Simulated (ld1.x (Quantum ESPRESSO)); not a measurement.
# Before and after: TM semilocal potential for lead

- Element: lead
- Generator: ld1.x (Quantum ESPRESSO) 7.5
- Type: norm-conserving Troullier–Martins (semilocal form)
- Functional: PBE
- Relativity: scalar-relativistic
- Frozen core: [Xe] 4f14
- Valence charge: 14
- Reference configuration: 5d10 6s2 6p2
- Partial waves: 6p (bound): rc 2.70 bohr; 5d (bound): rc 1.90 bohr; 6s (bound): rc 1.60 bohr
- Local potential: the s channel
- Core correction: a·sin(br)/r model core, default radius (core density twice the valence density)

All-electron outer shells of the reference configuration (PBE, scalar-relativistic, ld1.x):

| shell | level (eV) | outermost node (bohr) | outermost maximum (bohr) |
| --- | --- | --- | --- |
| 4f | -132.89 | – | 0.35 |
| 5p | -85.83 | 0.49 | 0.88 |
| 5d | -21.18 | 0.52 | 1.07 |
| 6s | -12.04 | 1.01 | 1.95 |
| 6p | -3.50 | 1.18 | 2.67 |

Change: wave 6p (bound): rc 2.70 bohr becomes 6p (bound): rc 4.18 bohr.

Cutoffs: the cutoffs (Ry, on a coarse ladder) from which the occupation-weighted sum of valence levels, in a spherical-Bessel basis at the reference potential, stays within 10 and 1 mRy of its value at 400 Ry; they do not see the model core or the augmentation charge, which bear on the density cutoff. Errors are all-electron minus pseudo energies relative to the spin-unpolarised reference configuration.

Question: What does the change do?

Answer: The potential gets neither clearly harder nor softer (55 Ry and 100 Ry → 55 Ry and 100 Ry); of the 7 tests that both files solve, the error grows in 5 and shrinks in 2 by more than 15 % and 0.3 meV (median size 14.7 → 39.4 meV); neither file shows a bound ghost. A semilocal file is local in each channel, so a ghost entry of none says nothing of the separable form that plane-wave codes build from it.

```csv
quantity,base,changed
"cutoff, loose",55 Ry,55 Ry
"cutoff, tight",100 Ry,100 Ry
bound ghosts,none,none
"error for 5d10 6s2 6p1, meV [ΔE 6.58 eV]",-3.5,-5.7
"error for 5d10 6s2 6p0, meV [ΔE 20.02 eV]",-19,-77
"error for 5d10 6s1 6p0, meV [ΔE 52.43 eV]",-36,-187
"error for 5d10 6s0 6p4, meV [ΔE 17.83 eV]",-15,+97
"error for 5d10 6s1 6p3, meV [ΔE 8.74 eV]",-4.0,+22
"error for 5d9 6s2 6p3, meV [ΔE 19.33 eV]",-96,+39
"error for 5d10 6s2 6p1.5, meV [ΔE 2.49 eV]",-1.0,-0.6
```
